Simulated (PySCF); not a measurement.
C7H7, doublet, at a GFN2-xTB geometry. Base run: PySCF with M062X/STO-3G.

Here is a job for PySCF.
```python
from pyscf import gto, scf, dft

mol = gto.Mole()
mol.atom = '''
    C     2.412991    0.074731    0.291022
    C     0.928699    0.005778    0.100819
    C     0.257800   -1.172682   -0.090990
    C    -1.086205   -1.306867   -0.256131
    C    -1.857654   -0.145139   -0.227028
    C    -1.236163    1.075145   -0.035061
    C     0.135611    1.156247    0.127138
    H     2.669861   -0.206635    1.312626
    H     2.915485   -0.616376   -0.382236
    H     2.781202    1.081582    0.109087
    H    -1.551544   -2.269882   -0.405233
    H    -2.928681   -0.207695   -0.354908
    H    -1.828148    1.979285   -0.012524
    H     0.611350    2.116446    0.274568
'''
mol.basis = 'sto-3g'
mol.charge = 0
mol.spin = 1
mol.verbose = 4
mol.build()

mf = dft.UKS(mol)
mf.xc = 'm062x'
mf.kernel()
```

Each row names what was changed in the base input (with any setting that the change needs).

```tsv
change	ΔE vs base (mEh)	grid points	electrons on the grid
base	0.000	167488	48.99998
grids.radi_method = delley	-0.001	178072	48.99998
grids.radi_method = gauss_chebyshev	-0.013	162448	48.99999
grids.atom_grid = (150, 974)	0.002	1128960	49.00000
grids.level = 1	2.243	53568	49.00007
grids.prune = dft.gen_grid.sg1_prune	-0.344	74416	49.00011
grids.level = 2	-0.046	116064	48.99999
grids.atom_grid = (30, 110)	-29.262	34440	49.00076
grids.radi_method = mura_knowles	0.003	158416	48.99998
grids.prune = off	0.000	264256	48.99998
small_rho_cutoff = 0	0.000	167488	48.99998
```

Open shells are given as the SCF converged; they aren't shown to be the lowest states, and a large step between rows can be another state.
